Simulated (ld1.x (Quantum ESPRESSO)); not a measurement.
# bismuth: excitation energies, all-electron against TM

ld1.x (Quantum ESPRESSO) 7.5 input, shortened:

```
&input
   title='Bi', zed=83., rel=1, dft='PZ', iswitch=3,
   config='[Xe] 4f14 5d10 6s2 6p3 6d-2'
 /
 &inputp
   pseudotype=2, tm=.true., lloc=1,
   nlcc=.true., new_core_ps=.true.
 /
3
6S  1  0   2.00   0.00  1.46  1.46  0.0
6D  3  2  -2.00  -0.15  2.50  2.50  0.0
6P  2  1   3.00   0.00  2.34  2.34  0.0
 &test
   configts(1)='6s2 6p3'
 /
```

Energies are relative to the spin-unpolarised reference configuration 6s2 6p3; without spin polarisation the order of configurations can differ from experiment. Spin-polarised rows fill each open shell by Hund’s rule, majority spin first.

| valence configuration | charge | ΔE all-electron (eV) | error AE − PS (meV) |
| --- | --- | --- | --- |
| 6s2 6p2 | +1 | 8.154 | -12 |
| 6s2 6p1 | +2 | 23.719 | -71 |
| 6s2 6p0 | +3 | 47.434 | -242 |
| 6s2 6p3.3 | -0.3 | -1.152 | +0.3 |
| 6s2 6p2.5 | +0.5 | 3.208 | -2.9 |
| 6s1 6p3 | +1 | 19.049 | -74 |
| 6s1 6p4 | 0 | 10.177 | -43 |
| 6s2 6p3 (spin-polarised) | 0 | -1.024 | -3.5 |

(1) What are ΔE and the potential's error for 6s2 6p2 (spin-polarised)?

Levels in the configuration 6s2 6p0:

```tsv
level	all-electron (eV)	pseudo (eV)
6s	-40.477	-40.811
```

Note: ghost state, extra bound levels that the all-electron valence spectrum of the same l lacks: d at -75.3 eV. A true bound ghost makes a file unfit for plane-wave use.

Answers

(1) ΔE = 7.602 eV all-electron; the error (AE − PS) is -16 meV.
